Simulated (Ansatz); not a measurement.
Start from `[CH3][SnH2][F]` and change one atom or group to get `[F][SnH2][F]`.

Ansatz, PBE0-D4/def2-TZVP geometries, multiplicity 1. 

Elements past krypton have def2 core potentials.

```tsv
property	`[CH3][SnH2][F]`
LUMO energy (PBE/def2-TZVPP) / eV	-1.18
HOMO–LUMO gap (B3LYP/def2-TZVPP) / eV	7.82
LUMO energy (B3LYP/def2-TZVPP) / eV	-0.67
HOMO energy (B3LYP/def2-TZVPP) / eV	-8.49
LUMO energy (PBE0/def2-TZVPP) / eV	-0.39
HOMO energy (PBE0/def2-TZVPP) / eV	-8.71
```

(1) What does the change do to each property? (Best estimate.)

Answers

(1) Ansatz gave: 
```tsv
property	`[F][SnH2][F]`	shift
LUMO energy (PBE/def2-TZVPP) / eV	-1.95	-0.77
HOMO–LUMO gap (B3LYP/def2-TZVPP) / eV	8.31	0.49
LUMO energy (B3LYP/def2-TZVPP) / eV	-1.34	-0.67
HOMO energy (B3LYP/def2-TZVPP) / eV	-9.66	-1.17
LUMO energy (PBE0/def2-TZVPP) / eV	-0.96	-0.57
HOMO energy (PBE0/def2-TZVPP) / eV	-9.87	-1.16
```

With PBE0 the HOMO falls by 1.16 eV and the LUMO falls by 0.57 eV, so the gap widens by about 0.59 eV. PBE moves the HOMO by -0.93 eV and ωB97M-V by -1.22 eV. The zero-point energy changes by -89.1 kJ/mol with -9 modes.

B3LYP here is the variant with VWN-RPA as its local correlation; programs differ in this.
